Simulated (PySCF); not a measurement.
C₅H₁₅NSi, SMILES CCN(CC)[SiH2]C, singlet (GFN2-xTB optimised geometry):

```
22

Si    -0.102     0.546     0.000
C     -0.665    -0.355     1.568
N     -0.841    -0.179    -1.374
C     -0.854     0.541    -2.628
C      0.521     0.775    -3.252
C     -1.099    -1.598    -1.452
C      0.080    -2.441    -1.943
H     -0.568     1.938     0.000
H      1.378     0.546     0.000
H     -0.360     0.212     2.441
H     -1.744    -0.464     1.609
H     -0.224    -1.343     1.655
H     -1.487    -0.003    -3.336
H     -1.315     1.518    -2.449
H      1.132     1.374    -2.584
H      1.034    -0.165    -3.437
H      0.412     1.303    -4.197
H     -1.378    -1.938    -0.453
H     -1.959    -1.763    -2.113
H      0.301    -2.234    -2.987
H      0.963    -2.222    -1.347
H     -0.157    -3.498    -1.847
```

Calculation: PySCF with PBE0/def2-SVP.

Q: What are the frontier orbital energies and the dipole moment?

A: HOMO-2 -9.07 eV, HOMO-1 -8.87 eV, HOMO -6.02 eV, LUMO 1.50 eV, LUMO+1 1.68 eV; dipole moment 0.87 D.

On the same geometry PBE/def2-SVP (PySCF) gives HOMO-2 -7.65 eV, HOMO-1 -7.51 eV, HOMO -4.69 eV, LUMO 0.65 eV, LUMO+1 0.81 eV; dipole moment 0.86 D.

Meta-Löwdin charges at PBE0/def2-SVP: Si1 0.72, C2 -0.55, N3 -0.45, C4 -0.07, C5 -0.31, C6 -0.06, C7 -0.31, H8 -0.12, H9 -0.15, H10 0.12, H11 0.12, H12 0.11, H13 0.09, H14 0.09, H15 0.10, H16 0.10, H17 0.10, H18 0.09, H19 0.09, H20 0.10, H21 0.10, H22 0.10.
